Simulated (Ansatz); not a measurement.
Molecule: AlBr₂, net charge -1, singlet state. 
Coordinates optimised at B3LYP-D3(BJ)/def2-TZVP (Ansatz, a quantum-chemistry and plane-wave program):
```
Al
Br 1 2.5163
Br 1 2.5163 2 99.77
```
Charge -1, spin multiplicity 1.

Basis-set convergence of Hartree-Fock and MP2 correlation energies (hartree) with Ansatz. Cores are frozen in the correlated levels unless marked. Spin-orbit coupling is left out. Frozen are the shells of the preceding noble gas and the d and f shells that filled before the atom's block. Non-relativistic. This anion needs diffuse functions, which these sets lack.

The Hartree-Fock reference is unstable (checked in the largest basis), which strains HF and MP2. 

```tsv
basis	functions	E(HF)	E(corr, MP2)
def2-SVP	82	-5386.21151	-0.29083
def2-TZVPP	138	-5386.93213	-0.39279
def2-QZVPP	248	[?]	[?]
```

Q: Complete the blanks.

A: 
- def2-QZVPP, E(HF): -5387.03800
- def2-QZVPP, E(corr, MP2): -0.43597
